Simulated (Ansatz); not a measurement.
```yaml
crystal:
  periodic: [true, true, true]
  atoms:
    - {symbol: C, position_ang: [0.472839, -2.868447, 0.807966]}
    - {symbol: O, position_ang: [0.953651, -1.559764, 0.702086]}
    - {symbol: Mo, position_ang: [0.120324, -0.001300, 0.173178]}
    - {symbol: O, position_ang: [-0.464144, -0.854132, -1.442514]}
    - {symbol: Cl, position_ang: [-1.211744, 1.856575, -0.728792]}
    - {symbol: O, position_ang: [-1.476183, -0.550227, 0.957196]}
    - {symbol: C, position_ang: [-2.782666, -0.737264, 0.526925]}
    - {symbol: O, position_ang: [0.600386, 1.173220, 1.503465]}
    - {symbol: C, position_ang: [1.022903, 2.495378, 1.603367]}
    - {symbol: O, position_ang: [1.520757, 0.707015, -0.841747]}
    - {symbol: C, position_ang: [1.716081, 0.974983, -2.189060]}
    - {symbol: H, position_ang: [1.237628, -3.490251, 1.277617]}
    - {symbol: H, position_ang: [0.244532, -3.255077, -0.190717]}
    - {symbol: H, position_ang: [-0.440562, -2.880086, 1.412972]}
    - {symbol: H, position_ang: [-0.945536, -0.315316, -2.076129]}
    - {symbol: H, position_ang: [-3.244368, 0.234021, 0.320503]}
    - {symbol: H, position_ang: [-2.786004, -1.335570, -0.392914]}
    - {symbol: H, position_ang: [-3.349213, -1.256926, 1.304112]}
    - {symbol: H, position_ang: [1.821142, 2.678248, 0.875477]}
    - {symbol: H, position_ang: [1.391673, 2.671570, 2.616666]}
    - {symbol: H, position_ang: [0.183791, 3.163933, 1.390191]}
    - {symbol: H, position_ang: [1.405473, 0.116620, -2.795899]}
    - {symbol: H, position_ang: [2.776289, 1.178556, -2.362538]}
    - {symbol: H, position_ang: [1.127648, 1.853744, -2.478111]}
basis:
  gaussian: {orbitals: STO-3G}
hamiltonian: {xc: {name: wB97M-V}}
output: {forces: true}
```

```sh
$ ansatz run in.yaml --threads 11 --pin off --events-out ev --progress --plain --max-ram 174080MiB --backend cpu
```

Output, abridged:

```
Error: YAML parse error: error: line 2 column 3: crystal: missing field `lattice` (a structure is typed as `lattice` and `atoms`, a molecule's as `atoms` in Å alone, or read from a run's directory, `checkpoint`)
 --> <input>:2:3
1 | crystal:
2 |   periodic: [true, true, true]
3 |   atoms:
4 |     - {symbol: C, position_ang: [0.472839, -2.868447, 0.807966]}
```

Question: What is wrong with this run?

Answer: The molecule is marked periodic without a cell. The program refused the input.
